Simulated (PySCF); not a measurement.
## How methods differ on the ionisation energy of Pb²⁺

Pb²⁺ [Xe] 4f14 5d10 6s2 (1S) → Pb³⁺ [Xe] 4f14 5d10 6s1 (2S), as a difference of total energies. Calculation: PySCF 2.14, in aug-cc-pwCVDZ-PP with ECP60MDF (6s5p4d1f, 48 functions); a scalar-relativistic core potential. Correlated levels: valence and next inner shell: nothing frozen outside the core potential. The calculations carry no spin-orbit coupling.

Q: Order these methods by the ionisation energy they give, lowest first.
A. SCS-MP2 (valence and next inner shell)
B. MP2 (valence and next inner shell)
C. CCSD (valence and next inner shell)
D. UHF

A: D (29.763 eV), C (31.463 eV), A (31.656 eV), B (31.783 eV).

Errors of the correlated levels include the incompleteness of this basis.

For comparison: 31.937 eV (measured; NIST Atomic Spectra Database, ionization energies).
